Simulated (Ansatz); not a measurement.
(Z)-1-chloro-1,2-difluoroprop-1-ene (C₃H₃ClF₂), SMILES C/C(F)=C(\F)Cl.

Geometry optimised at B3LYP-D3(BJ)/def2-SVP.

Two levels are set side by side: PBE/def2-SVPD (Ansatz, a quantum-chemistry and plane-wave program) and PBE0/def2-SVPD (Ansatz). Energy differences of separate SCF runs at the same geometry; the states with an electron removed or added have multiplicity 2 and 2. Differences are taken from unrounded values.

```tsv
quantity	PBE0	PBE	PBE minus PBE0
vertical ionisation energy (eV)	9.43	9.17	-0.26
vertical singlet–triplet gap (eV)	4.09	4.16	0.07
```
